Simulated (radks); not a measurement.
Initial-state core-level shifts of the cerium ion Ce+ when its valence configuration changes from [Xe] 4f1 5d2. All-electron calculation, non-relativistic Kohn-Sham, PBE, spin-polarised, spherical densities, point nucleus; open shells are filled with parallel spins first (spin-orbit coupling, left out, can overturn this in heavy ions); relativity is left out, which matters for an element this heavy. Program: a radial shooting solver on a logarithmic mesh with Libxc functionals. Shifts are changes of the shell-averaged eigenvalues in eV (positive: less bound); the change of the density at the nucleus, which sets a Mossbauer isomer shift, is in e/bohr^3, on a base of 1.383e+05.

\begin{tabular}{lrrrrr}
valence & 3p & 3d & 4p & 4d & density at nucleus \\ \hline
4f1 5d1 6p1 & -3.511 & -3.521 & -3.492 & -3.498 & +1.25 \\
5d2 6s1 & -12.681 & -12.548 & -11.140 & -10.735 & +18.22 \\
4f3 & +14.414 & +14.206 & +12.889 & +12.338 & -12.67 \\
4f0.5 5d2 6s0.5 & -6.104 & -6.039 & -5.405 & -5.211 & +8.52 \\
4f1 5d1 6s1 & -2.590 & -2.601 & -2.572 & -2.579 & +8.25 \\
4f1 5d1.5 6s0.5 & -1.269 & -1.274 & -1.262 & -1.265 & +3.94 \\
4f0.5 5d1 6s1.5 & -8.983 & -8.930 & -8.242 & -8.052 & +17.66 \\
4f2 5d1 & +8.406 & +8.285 & +7.406 & +7.074 & -7.50 \\
4f0.5 5d1.5 6s1 & -7.495 & -7.436 & -6.777 & -6.586 & +13.09 \\
\end{tabular}
